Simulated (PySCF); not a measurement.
H₄MoN₂O₂, multiplicity 1. Atoms are numbered in the order given.

```xyz
9

Mo     0.0000     0.0000    -0.0269
N      0.2863    -1.4051    -1.0042
H      0.3833    -1.9299    -1.8718
N     -0.2863     1.4051    -1.0042
H     -0.3833     1.9299    -1.8718
O     -1.5392    -0.3513     1.0330
H     -2.1797     0.3530     1.2014
O      1.5392     0.3513     1.0330
H      2.1797    -0.3530     1.2014
```
Charge 0, spin multiplicity 1.

Geometry: B3LYP-D3(BJ)/def2-SVP. The spin state was assumed, not searched. The def2 effective core potentials stand for the cores of Mo; spin–orbit coupling is left out. Other conformers were not sampled.

Computed with TDA-PBE/def2-SVPD in PySCF.

Vertical excitations. Gas-phase values at a fixed geometry. State labels are in the subgroup C2.

Question: Estimate the UV-visible absorptions. (The exact figures need the calculation; the answer reports its results.)

Answer: 
| state | symmetry | energy (eV) | λ (nm) | f | main pairs |
|---|---|---|---|---|---|
| S1 | B | 4.31 | 287 | 0.003 | HOMO→LUMO 86 % |
| S2 | B | 4.61 | 269 | 0.004 | HOMO→LUMO+1 66 %, HOMO−1→LUMO+1 18 % |
| S3 | B | 4.73 | 262 | 0.008 | HOMO−1→LUMO 56 %, HOMO−1→LUMO+1 35 % |
| S4 | A | 4.94 | 251 | 0.000 | HOMO−2→LUMO 87 % |
| S5 | B | 5.07 | 245 | 0.006 | HOMO→LUMO+2 40 %, HOMO−1→LUMO+1 33 %, HOMO−1→LUMO 12 % |
| S6 | A | 5.25 | 236 | 0.003 | HOMO−2→LUMO+1 65 %, HOMO→LUMO+3 12 % |
| S7 | A | 5.38 | 231 | 0.000 | HOMO→LUMO+3 65 %, HOMO−3→LUMO 28 % |
| S8 | B | 5.47 | 227 | 0.019 | HOMO→LUMO+2 34 %, HOMO−1→LUMO+2 30 %, HOMO−4→LUMO+1 14 % |
| S9 | A | 5.50 | 225 | 0.004 | HOMO−3→LUMO 36 %, HOMO−3→LUMO+1 30 %, HOMO→LUMO+3 15 %, HOMO−1→LUMO+3 11 % |
| S10 | B | 5.58 | 222 | 0.010 | HOMO−1→LUMO+2 43 %, HOMO−4→LUMO+1 26 %, HOMO−4→LUMO 21 % |
| T1 | B | 3.90 | 318 | 0 | HOMO→LUMO 55 %, HOMO→LUMO+1 29 %, HOMO−1→LUMO 9 % |
| T2 | B | 4.04 | 307 | 0 | HOMO→LUMO+1 58 %, HOMO→LUMO 33 % |
| T3 | B | 4.15 | 299 | 0 | HOMO−1→LUMO 67 %, HOMO−1→LUMO+1 18 % |
| T4 | B | 4.46 | 278 | 0 | HOMO−1→LUMO+1 71 %, HOMO−1→LUMO 20 % |
Triplets are in the Tamm–Dancoff approximation.
